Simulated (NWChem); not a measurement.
System meant: ZrSClF; SMILES [S]=[Zr]([F])[Cl]

NWChem input:

```
start job
memory heap 200 mb stack 900 mb global 1100 mb
geometry units angstroms noautoz
  Zr    -0.257644    -0.042728     0.087430
  S      0.992668    -1.834995    -0.148751
  F     -1.962652    -0.235923    -0.743482
  Cl     0.931546     1.987493    -0.123328
end
basis spherical
  * library def2-svp
end
ecp
  Zr library def2-ecp
end
dft
  odft
  mult 2
  xc pbe0
  iterations 150
  mulliken
end
task dft energy
```

End of the output:

```
 Summary of "ao basis" -> "" (spherical)
 ------------------------------------------------------------------------------
       Tag                 Description            Shells   Functions and Types
 ---------------- ------------------------------  ------  ---------------------
 *                          def2-svp                  on all atoms

                                 NWChem DFT Module
                                 -----------------

 Summary of "ao basis" -> "ao basis" (spherical)
 ------------------------------------------------------------------------------
       Tag                 Description            Shells   Functions and Types
 ---------------- ------------------------------  ------  ---------------------
 Zr                         def2-svp                11       31   5s3p2d1f
 S                          def2-svp                 8       18   4s3p1d
 F                          def2-svp                 6       14   3s2p1d
 Cl                         def2-svp                 8       18   4s3p1d

 Summary of "ao basis" -> "ao basis" (spherical)
 ------------------------------------------------------------------------------
       Tag                 Description            Shells   Functions and Types
 ---------------- ------------------------------  ------  ---------------------
 Zr                         def2-svp                11       31   5s3p2d1f
 S                          def2-svp                 8       18   4s3p1d
 F                          def2-svp                 6       14   3s2p1d
 Cl                         def2-svp                 8       18   4s3p1d

  number of electrons :                   54
  multiplicity        :                    2
 ------------------------------------------------------------------------
  no. of electrons and multiplicity not compatible                  54
 ------------------------------------------------------------------------
 ------------------------------------------------------------------------
  current input line :
    22: task dft energy
 ------------------------------------------------------------------------
 ------------------------------------------------------------------------
 There is an error in the input file
 ------------------------------------------------------------------------
 For more information see the NWChem manual at https://nwchemgit.github.io

0: no. of electrons and multiplicity not compatible:Received an Error in Communication
```

### Question
Can this run be used? If not, why, and what is the fix?

### Answer
The input was rejected before any calculation. Cause: the multiplicity doesn't fit the number of electrons (an even count wants an odd multiplicity, and the reverse). This input runs:
```
start job
memory heap 200 mb stack 900 mb global 1100 mb
geometry units angstroms noautoz
  Zr    -0.257644    -0.042728     0.087430
  S      0.992668    -1.834995    -0.148751
  F     -1.962652    -0.235923    -0.743482
  Cl     0.931546     1.987493    -0.123328
end
basis spherical
  * library def2-svp
end
ecp
  Zr library def2-ecp
end
dft
  xc pbe0
  iterations 150
  mulliken
end
task dft energy
```
It converges to -1004.73377 Ha (PBE0/def2-SVP with def2 effective core potentials on Zr).
